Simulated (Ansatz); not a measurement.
Relaxation of BF$_{2}$H$_{3}$S (7 atoms, charge 0, multiplicity 1), to a largest force component of 0.03 eV/Å in at most 50 steps.

Method: RKS PBE-D4/def2-SVP (Ansatz 0.2.0).

```xyz
7
Properties=species:S:1:pos:R:3
B 0.086 -0.577 -0.354
H -0.033 0.200 1.911
F 1.129 0.237 -0.451
F -1.125 -0.115 -0.645
S 0.372 -2.365 0.081
H -0.945 -2.694 -0.016
H -0.019 -0.522 1.886
```

**Question.** Where does it end, and by what steps?

**Answer.** The run converged. The force dipped under the threshold on the way, but the program's further checks kept it going. After 19 steps the energy has fallen by 0.181 eV; H2 moved furthest, 0.69 Å.

| step | energy less start (eV) | largest force component (eV/Å) | accepted |
| --- | --- | --- | --- |
| 0 | 0.0000 | 1.945 | yes |
| 1 | -0.1247 | 0.476 | yes |
| 2 | -0.1406 | 0.737 | yes |
| 3 | -0.1697 | 0.293 | yes |
| 4 | -0.1770 | 0.079 | yes |
| 5 | -0.1783 | 0.051 | yes |
| 6 | -0.1789 | 0.036 | yes |
| 7 | -0.1790 | 0.023 | yes |
| 8 | -0.1770 | 0.350 | no |
| 9 | -0.1794 | 0.043 | yes |
| 10 | -0.1778 | 0.218 | no |
| 11 | -0.1797 | 0.066 | yes |
| 12 | -0.1799 | 0.092 | yes |
| 13 | -0.1801 | 0.076 | yes |
| 14 | -0.1803 | 0.036 | yes |
| 15 | -0.1804 | 0.049 | yes |
| 16 | -0.1805 | 0.065 | yes |
| 17 | -0.1805 | 0.056 | yes |
| 18 | -0.1806 | 0.042 | yes |
| 19 | -0.1807 | 0.018 | yes |

```xyz
7
Properties=species:S:1:pos:R:3
B 0.152 -0.664 -0.658
H -0.295 0.271 2.542
F 1.210 0.074 -0.984
F -1.057 -0.114 -0.747
S 0.402 -2.379 -0.120
H -0.925 -2.614 0.073
H -0.024 -0.410 2.307
```

Whether the end is a true minimum wasn't checked by a vibrational analysis.

Run time: 31 s on 1 thread of Arm Neoverse V2 (shared host), peak memory 0.14 GiB.
